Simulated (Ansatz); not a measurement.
Relaxation of CH₃BClO (7 atoms, charge -1, multiplicity 1), to a largest force component of 0.015 eV/Å in at most 40 steps.

Method: Ansatz, RKS r2SCAN-D4/STO-3G.

```xyz
7
Properties=species:S:1:pos:R:3
C -0.563 1.016 -0.067
B 0.092 -0.246 0.004
O 1.447 -0.548 0.318
Cl -0.885 -1.829 -0.350
H -0.055 1.954 0.127
H -1.609 1.148 -0.316
H 1.573 -1.495 0.283
```

Q: Where does it end, and by what steps?

A: The forces met the threshold. Limits of this set-up: minimal basis, an anion without diffuse functions, the dipole of an ion depends on the origin. After 4 steps the energy has fallen by 0.147 eV; H7 moved furthest, 0.05 Å.

```
step  energy less start (eV)  largest force component (eV/Å)  accepted
   0                  0.0000                           3.973       yes
   1                 -0.1363                           0.568       yes
   2                 -0.1459                           0.187       yes
   3                 -0.1467                           0.066       yes
   4                 -0.1470                           0.014       yes
```

```xyz
7
Properties=species:S:1:pos:R:3
C -0.557 1.017 -0.065
B 0.091 -0.231 0.006
O 1.459 -0.506 0.324
Cl -0.871 -1.875 -0.350
H -0.044 1.961 0.130
H -1.608 1.152 -0.315
H 1.530 -1.519 0.270
```

Run time: 14 s on 1 thread of Arm Neoverse V1, with other jobs on the host, peak memory 0.15 GiB.
